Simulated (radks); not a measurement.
The numbers below are computed, except where a source is named.
Question: The mean radii <r> (bohr) of the occupied orbitals of an atom or ion are listed with their occupations. Level of theory: scalar-relativistic Kohn-Sham, LB94 model potential, spin-polarised, spherical densities, finite nucleus; Fermi nuclear charge, rms radius of each element as measured or else 0.836 A^(1/3) + 0.57 fm (a radial shooting solver on a logarithmic mesh with Libxc functionals).

orbital  occ.      <r>
1s down     1  0.02967
1s up       1  0.02967
2s up       1   0.1281
2s down     1   0.1281
2p up       3   0.1117
2p down     3   0.1117
3s up       1   0.3456
3s down     1   0.3461
3p up       3   0.3430
3p down     3   0.3435
3d up       5   0.3176
3d down     5   0.3180
4s up       1   0.7533
4s down     1   0.7489
4p up       2   0.7810

Name the element and its charge. Open shells, if any, are filled with parallel spins first.

Answer: Z = 49, indium, charge +17: In17+ in [Ar] 3d10 4s2 4p2. The 1s radius gives Z: for a bare nucleus <r> = (2 gamma + 1)/(2Z) with gamma = sqrt(1 - (Z/c)^2), 0.02926 bohr for Z = 49, and screening makes it slightly larger (0.02967 here). The occupations add up to 32, and the charge is Z minus that.
